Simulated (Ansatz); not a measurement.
Geometry optimisation, RKS B3LYP-D4/def2-SVP in Ansatz.

Input file:

```yaml
crystal:
  periodic: [false, false, false]
  atoms:
    - { symbol: Ge, position_ang: [-1.3406, -0.719, 0.0004] }
    - { symbol: C, position_ang: [0.6766, -1.5773, 0.617] }
    - { symbol: H, position_ang: [-1.8349, 0.4433, 0.8183] }
    - { symbol: H, position_ang: [-1.8304, -0.7879, -1.4242] }
    - { symbol: H, position_ang: [-2.1391, -1.9004, 0.6259] }
    - { symbol: H, position_ang: [0.7851, -0.3388, -0.0364] }
    - { symbol: "N", position_ang: [0.2527, 0.6732, -0.7242] }
    - { symbol: C, position_ang: [0.4661, 2.0165, -0.2387] }
    - { symbol: H, position_ang: [0.2851, -2.4802, 1.0959] }
    - { symbol: H, position_ang: [1.2437, -1.0911, 1.4157] }
    - { symbol: H, position_ang: [1.3419, -1.9608, -0.1597] }
    - { symbol: H, position_ang: [0.5624, 0.6018, -1.6868] }
    - { symbol: H, position_ang: [1.5296, 2.2722, -0.1648] }
    - { symbol: H, position_ang: [0.0198, 2.099, 0.7533] }
    - { symbol: H, position_ang: [-0.0179, 2.7495, -0.8918] }
basis:
  gaussian: { orbitals: def2-SVP }
hamiltonian:
  xc: b3lyp
  dispersion: d4
relax:
  f_tol: 0.15
  max_steps: 25
  restrain:
    - { distance: [0, 6], at: 3.21, k: 30.0 }
    - { distance: [5, 1], at: 2.37, k: 30.0 }
    - { distance: [0, 1], at: 1.96, k: 30.0 }
    - { distance: [5, 6], at: 1.02, k: 30.0 }
output:
  orbitals: {}
```

Command:

```bash
$ ansatz run input.yaml --threads 4 --pin off --max-ram 5120MiB --backend cpu --events-out ev --progress --plain --runs-dir out
```

Problem. Where does it end, and by what steps?

Solution. It converged. The restraints hold the end off the free minimum; the threshold counts their pulls, which the force column leaves out. Restrained pairs: Ge1–N7 (2.24 → 3.21 Å), C2–H6 (1.40 → 2.38 Å), Ge1–C2 (2.28 → 1.97 Å), H6–N7 (1.33 → 1.02 Å). After 9 steps the energy has fallen by 2.658 eV (the restraints' own energy left out); H6 moved furthest, 0.75 Å.

```
step  energy less start (eV)  largest force component (eV/Å)  accepted
   0                  0.0000                           3.332       yes
   1                 -0.7839                           4.054       yes
   2                 -0.8465                           4.620       yes
   3                 -1.2471                           3.267       yes
   4                 -2.1307                           1.865       yes
   5                 -2.4689                           0.961       yes
   6                 -2.5315                           1.960       yes
   7                 -2.6419                           0.247       yes
   8                 -2.6429                           0.297       yes
   9                 -2.6576                           0.260       yes
```

```xyz
15
Properties=species:S:1:pos:R:3
Ge -1.505 -1.213 0.266
C 0.342 -1.771 0.647
H -1.789 0.211 0.782
H -1.832 -1.317 -1.235
H -2.464 -2.173 1.023
H 1.147 0.213 -0.388
N 0.605 0.896 -0.916
C 0.616 2.198 -0.267
H 0.342 -2.742 1.166
H 0.841 -1.044 1.305
H 0.924 -1.884 -0.278
H 1.005 0.940 -1.852
H 1.616 2.661 -0.133
H 0.149 2.120 0.728
H 0.002 2.905 -0.848
```

Time of the run: 13 s on 4 threads of Intel(R) Xeon(R) 6975P-C (Granite Rapids), on a shared host, peak memory 0.36 GiB.
